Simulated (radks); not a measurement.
The numbers below are computed, except where a source is named.
Task: Dy XLV, 22 electrons, occupied as [Ar] 3d4. Code: a radial shooting solver on a logarithmic mesh with Libxc functionals. Model: non-relativistic Kohn-Sham, PBE, spin-polarised, spherical densities, point nucleus; open shells are filled with parallel spins first (spin-orbit coupling, left out, can overturn this in heavy ions); relativity is left out, which matters for an element this heavy. Some entries of the table are withheld. Estimate them.

orbital  occ.  eigenvalue (hartree)  <r> (bohr)  <r^2> (bohr^2)
1s up       1             -1936.946     0.02298       0.0007056
1s down     1             -1936.938     0.02298       0.0007055
2s up       1             -385.5642     0.09702         0.01102
2s down     1             -384.8188     0.09692         0.01100
2p up       3             -372.3408     0.08223        0.008181
2p down     3             -371.8071     0.08211        0.008158
3s up       1                   (1)      0.2369         0.06374
3s down     1                   (2)      0.2374         0.06402
3p up       3             -138.8304      0.2252         0.05843
3p down     3             -138.1084      0.2259         0.05875
3d up       4                   (3)      0.1959         0.04437
3d down     0                   (4)      0.1966         0.04471

Result: 
(1) 3s up eigenvalue (hartree): -144.2124
(2) 3s down eigenvalue (hartree): -143.5582
(3) 3d up eigenvalue (hartree): -129.7423
(4) 3d down eigenvalue (hartree): -128.7867
